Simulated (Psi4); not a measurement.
CH₄N₂S, charge -1, doublet, geometry from GFN2-xTB (a state made from the parent by changing its charge; the spin is typed, not shown lowest) (a gas-phase anion, which may not be bound at this level), atoms displaced at random by about 0.03 Å a coordinate; PBE0/STO-3G, gradient (Psi4).

Psi4 was given this input:
```
memory 2 GB

molecule mol {
-1 2
  N     0.758168   -1.222900   -0.437114
  C     0.015367   -0.273368    0.211870
  N    -1.401260   -0.840325    0.440408
  S     0.265843    1.341060   -0.004371
  H     0.985647   -2.104677    0.041492
  H     1.706204   -0.854495   -0.604103
  H    -1.745731   -1.167081   -0.495816
  H    -1.907028   -0.082555    0.677065
symmetry c1
no_reorient
no_com
}

set basis sto-3g
set reference uks

gradient('pbe0')
print_variables()
```

What the program printed (banner, timings and long lists left out):

```
gradient() will perform analytic gradient computation.

   => Loading Basis Set <=

    Name: STO-3G
    Role: ORBITAL
    Keyword: BASIS

         ---------------------------------------------------------
                                   SCF
               by Justin Turney, Rob Parrish, Andy Simmonett
                          and Daniel G. A. Smith
                              UKS Reference
         ---------------------------------------------------------

  ==> Geometry <==

    Molecular point group: c1
    Full point group: C1

    Geometry (in Angstrom), charge = -1, multiplicity = 2:

       Center              X                  Y                   Z               Mass
    ------------   -----------------  -----------------  -----------------  -----------------
         N            0.758168000000    -1.222900000000    -0.437114000000    14.003074004430
         C            0.015367000000    -0.273368000000     0.211870000000    12.000000000000
         N           -1.401260000000    -0.840325000000     0.440408000000    14.003074004430
         S            0.265843000000     1.341060000000    -0.004371000000    31.972071174400
         H            0.985647000000    -2.104677000000     0.041492000000     1.007825032230
         H            1.706204000000    -0.854495000000    -0.604103000000     1.007825032230
         H           -1.745731000000    -1.167081000000    -0.495816000000     1.007825032230
         H           -1.907028000000    -0.082555000000     0.677065000000     1.007825032230

  Running in c1 symmetry.

  Rotational constants: A =      0.32505  B =      0.16643  C =      0.11284 [cm^-1]
  Rotational constants: A =   9744.86847  B =   4989.51543  C =   3382.80064 [MHz]
  Nuclear repulsion =  154.801321690339165

  Charge       = -1
  Multiplicity = 2
  Electrons    = 41
  Nalpha       = 21
  Nbeta        = 20

  ==> Algorithm <==

  SCF Algorithm Type is DF.
  DIIS enabled.
  MOM disabled.
  Fractional occupation disabled.
  Guess Type is SAD.
  Energy threshold   = 1.00e-08
  Density threshold  = 1.00e-08
  Integral threshold = 1.00e-12

  ==> Primary Basis <==

  Basis Set: STO-3G
    Blend: STO-3G
    Number of shells: 18
    Number of basis functions: 28
    Number of Cartesian functions: 28
    Spherical Harmonics?: true
    Max angular momentum: 1

  ==> DFT Potential <==

   => LibXC <=

    Version 7.1.2
    S. Lehtola, C. Steigemann, M. J. T. Oliveira, and M. A. L. Marques,  SoftwareX 7, 1–5 (2018) (10.1016/j.softx.2017.11.002)

   => Composite Functional: PBE0 <=

    PBE0 Hyb-GGA Exchange-Correlation Functional

    C. Adamo and V. Barone,  J. Chem. Phys. 110, 6158 (1999) (10.1063/1.478522)
    M. Ernzerhof and G. E. Scuseria,  J. Chem. Phys. 110, 5029 (1999) (10.1063/1.478401)

    Deriv               =              1
    GGA                 =           TRUE
    Meta                =          FALSE

    Exchange Hybrid     =           TRUE
    MP2 Hybrid          =          FALSE

   => Exchange Functionals <=

    0.7500   Perdew, Burke & Ernzerhof

   => Exact (HF) Exchange <=

    0.2500               HF

   => Correlation Functionals <=

    1.0000   Perdew, Burke & Ernzerhof

   => LibXC Density Thresholds  <==

    XC_HYB_GGA_XC_PBEH:  1.00E-15

   => Molecular Quadrature <=

    Radial Scheme          =       TREUTLER
    Pruning Scheme         =           NONE
    Nuclear Scheme         =       TREUTLER

    Blocking Scheme        =         OCTREE
    BS radius alpha        =              1
    Pruning alpha          =              1
    Radial Points          =             75
    Spherical Points       =            302
    Total Points           =         169424
    Total Blocks           =           1305
    Max Points             =            256
    Max Functions          =             27
    Weights Tolerance      =       1.00E-15

   => Loading Basis Set <=

    Name: (STO-3G AUX)
    Role: JKFIT
    Keyword: DF_BASIS_SCF

  ==> Integral Setup <==

[...]
  @DF-UKS Final Energy:  -541.32814424427772
    Total Energy =                       -541.3281442442777234
[...]
         C            0.015367000000    -0.273368000000     0.211870000000    12.000000000000
         N           -1.401260000000    -0.840325000000     0.440408000000    14.003074004430
         S            0.265843000000     1.341060000000    -0.004371000000    31.972071174400
         H            0.985647000000    -2.104677000000     0.041492000000     1.007825032230
         H            1.706204000000    -0.854495000000    -0.604103000000     1.007825032230
         H           -1.745731000000    -1.167081000000    -0.495816000000     1.007825032230
         H           -1.907028000000    -0.082555000000     0.677065000000     1.007825032230

  Nuclear repulsion =  154.801321690339165

  ==> Basis Set <==

  Basis Set: STO-3G
    Blend: STO-3G
    Number of shells: 18
    Number of basis functions: 28
    Number of Cartesian functions: 28
    Spherical Harmonics?: true
    Max angular momentum: 1

  ==> DFJKGrad: Density-Fitted SCF Gradients <==

    Gradient:                    1
    J tasked:                  Yes
    K tasked:                  Yes
    wK tasked:                  No
    Integrals threads:           1
    Schwarz Cutoff:          1E-12
    Fitting Condition:       1E-10

   => Auxiliary Basis Set <=

  Basis Set: (STO-3G AUX)
    Blend: DEF2-UNIVERSAL-JKFIT
    Number of shells: 137
    Number of basis functions: 429
    Number of Cartesian functions: 510
    Spherical Harmonics?: true
    Max angular momentum: 4

  ==> DFT Potential <==

   => LibXC <=

    Version 7.1.2
    S. Lehtola, C. Steigemann, M. J. T. Oliveira, and M. A. L. Marques,  SoftwareX 7, 1–5 (2018) (10.1016/j.softx.2017.11.002)

   => Composite Functional: PBE0 <=

    PBE0 Hyb-GGA Exchange-Correlation Functional

    C. Adamo and V. Barone,  J. Chem. Phys. 110, 6158 (1999) (10.1063/1.478522)
    M. Ernzerhof and G. E. Scuseria,  J. Chem. Phys. 110, 5029 (1999) (10.1063/1.478401)

    Deriv               =              1
    GGA                 =           TRUE
    Meta                =          FALSE

    Exchange Hybrid     =           TRUE
    MP2 Hybrid          =          FALSE

   => Exchange Functionals <=

    0.7500   Perdew, Burke & Ernzerhof

   => Exact (HF) Exchange <=

    0.2500               HF

   => Correlation Functionals <=

    1.0000   Perdew, Burke & Ernzerhof

   => LibXC Density Thresholds  <==

    XC_HYB_GGA_XC_PBEH:  1.00E-15

   => Molecular Quadrature <=

    Radial Scheme          =       TREUTLER
    Pruning Scheme         =           NONE
    Nuclear Scheme         =       TREUTLER

    Blocking Scheme        =         OCTREE
    BS radius alpha        =              1
    Pruning alpha          =              1
    Radial Points          =             75
    Spherical Points       =            302
    Total Points           =         169424
    Total Blocks           =           1305
    Max Points             =            256
    Max Functions          =             27
    Weights Tolerance      =       1.00E-15

  -Total Gradient:
     Atom            X                  Y                   Z
    ------   -----------------  -----------------  -----------------
       1       -0.050693378726     0.067136290320     0.085333948313
       2        0.071615783029    -0.032842491258    -0.074436808559
       3       -0.096789773308     0.119652079699     0.023667539946
       4       -0.007678822262    -0.045604118908     0.005740022351
       5        0.005618234364     0.023111663215    -0.029029392383
       6       -0.012520511875    -0.013992834146     0.006816939637
       7        0.011222841574    -0.004919566048     0.007633118455
       8        0.079232939683    -0.112537833800    -0.025707363004

  Variable Map:
  ----------------------------------------------------------------------------
[...]
  Array Variable Map:
  ----------------------------------------------------------------------------
[...]
[...]
```
